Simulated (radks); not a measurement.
Results of a calculation; reference values are marked as such.
Isoelectronic series with 64 electrons, each ion in its NIST ground configuration. Code: a radial shooting solver on a logarithmic mesh with Libxc functionals. Model: scalar-relativistic Kohn-Sham, BLYP, spin-polarised, spherical densities, point nucleus; open shells are filled with parallel spins first (spin-orbit coupling, left out, can overturn this in heavy ions). Total energies (hartree) and orbital eigenvalues (hartree) (* marks an orbital that is empty in some or all of the ions):

ion            configuration  E (hartree)  5d down*  4f down*    5d up*  6s down*
Gd          [Xe] 4f7 5d1 6s2  -11272.2938  -0.06422  -0.17842  -0.10052  -0.13526
Tb+             [Xe] 4f9 6s1  -11709.7171  -0.23622  -0.25673  -0.26566  -0.30720
Dy2+               [Xe] 4f10  -12157.5425  -0.49215  -0.56147  -0.50740  -0.53936
Ho3+               [Xe] 4f10  -12615.7000  -0.90763  -1.21678  -0.92604  -0.86925
Er4+               [Xe] 4f10  -13084.0528  -1.39243  -1.98711  -1.41323  -1.24653
Tm5+  [Kr] 4d10 4f11 5s2 5p5  -13562.1628  -1.88734  -2.65480  -1.93557  -1.64455
Yb6+  [Kr] 4d10 4f12 5s2 5p4  -14050.8541  -2.41528  -3.36211  -2.49646  -2.07050
Lu7+  [Kr] 4d10 4f13 5s2 5p3  -14550.2452  -2.97717  -4.10788  -3.09168  -2.52564
Hf8+  [Kr] 4d10 4f13 5s2 5p3  -15060.6900  -3.64713  -5.13829  -3.77078  -3.04683
Ta9+  [Kr] 4d10 4f13 5s2 5p3  -15581.7392  -4.36716  -6.25077  -4.49961  -3.60550
W10+  [Kr] 4d10 4f14 5s2 5p2  -16113.6078  -5.08531  -7.15657  -5.18253  -4.17359

5d down drops below 6s down between Dy2+ and Ho3+.
